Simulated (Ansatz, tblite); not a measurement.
Forces on IrO₂⁺ at its B3LYP-D4/def2-TZVP geometry. The state is a singlet with charge 1.

In the def2 sets Ir takes a core potential; there is no spin–orbit coupling. The xTB rows come from tblite. At PBE0-D4/def2-TZVP the restricted singlet is unstable: a solution with broken spin symmetry lies lower. The geometry of the singlet was relaxed on an unsound state (restricted singlet, unstable towards broken spin symmetry at other levels and untested here). The structure comes from a short search, and lower isomers may exist.

GFN1-xTB (tblite), largest force 3.67 eV/Å:

```xyz
3
positions Å, forces eV/Å
Ir    0.297   -0.178   -0.035   -2.833    1.699    0.332
O    -0.268    0.198   -1.562    1.663   -1.075    3.093
O    -0.029   -0.020    1.597    1.170   -0.624   -3.425
```

GFN2-xTB (tblite), largest force 3.33 eV/Å:

```
Ir -0.718 0.431 0.084
O 0.608 -0.443 3.245
O 0.111 0.012 -3.329
```

PBE0-D4/def2-TZVP (Ansatz), largest force 0.93 eV/Å:

```
Ir -0.523 0.314 0.061
O 0.327 -0.217 0.839
O 0.196 -0.097 -0.900
```
